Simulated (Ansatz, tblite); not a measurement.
Adding an electron: Te₂Pb⁺ (the lowest doublet isomer of a short search). The state is a doublet with charge 1. Geometry: PBE0-D4/def2-SVP. Ansatz, gas phase; energy differences of separate SCF runs; the reduced species is a singlet (the triplet lies 0.80 eV higher at PBE0-D4/def2-TZVP).

```xyz
3

Pb   -0.8689    0.8508    1.2284
Te   -0.7274   -0.7873   -1.1853
Te    1.5963   -0.0635   -0.0431
```

In the def2 sets Pb, Te take a core potential; there is no spin–orbit coupling. The xTB rows come from tblite. The structure comes from a short search, and lower isomers may exist.

Problem. Estimate orbital energies and vertical electron affinities at: GFN1-xTB; GFN2-xTB; PBE-D4/def2-TZVP; r2SCAN-D4/def2-TZVP; PBE0-D4/def2-TZVP.

Solution. 
```tsv
level	−HOMO (eV)	−LUMO (eV)	vertical EA (eV)	HOMO–LUMO gap (eV)
GFN1-xTB	–	–	11.13	–
GFN2-xTB	–	–	11.51	–
PBE-D4/def2-TZVP	10.05	9.25	6.76	0.80
r2SCAN-D4/def2-TZVP	10.39	9.12	6.81	1.27
PBE0-D4/def2-TZVP	11.09	8.53	6.84	2.56
```

  HOMO and LUMO are the levels of the spin that leaves or enters (xTB has no such levels and no spin-polarisation term). Other spin states of the ions may lie lower, which would lower the ionisation energy or raise the affinity. Raw xTB energy differences between charge states are shifted by several eV; the methods need an empirical correction for them.
